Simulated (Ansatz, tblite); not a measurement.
Forces on Hf₄⁺ at its PBE0-D4/def2-SVP geometry. Total charge 1; doublet.

In the def2 sets Hf takes a core potential; there is no spin–orbit coupling. The xTB rows come from tblite. At r2SCAN-D4/def2-TZVP the charge 1 doublet is spin-contaminated (final ⟨S²⟩ up to 2.65, 0.75 for a pure state). The geometry of the doublet was relaxed on an unsound state (⟨S²⟩ 2.45, where a pure state has 0.75). The structure comes from a short search, and lower isomers may exist.

GFN1-xTB (tblite), largest force 4.62 eV/Å:

```xyz
4
positions Å, forces eV/Å
Hf    1.249   -0.671    0.960    2.903   -1.584    2.717
Hf   -0.083   -0.854   -1.467   -0.607   -2.416   -3.892
Hf    0.355    1.641   -0.335    0.668    4.196   -0.520
Hf   -1.520   -0.116    0.843   -2.965   -0.197    1.695
```

r2SCAN-D4/def2-TZVP (Ansatz), largest force 0.45 eV/Å:

```
Hf 0.006 -0.058 0.309
Hf -0.239 -0.252 -0.285
Hf -0.118 0.262 0.131
Hf 0.351 0.049 -0.155
```
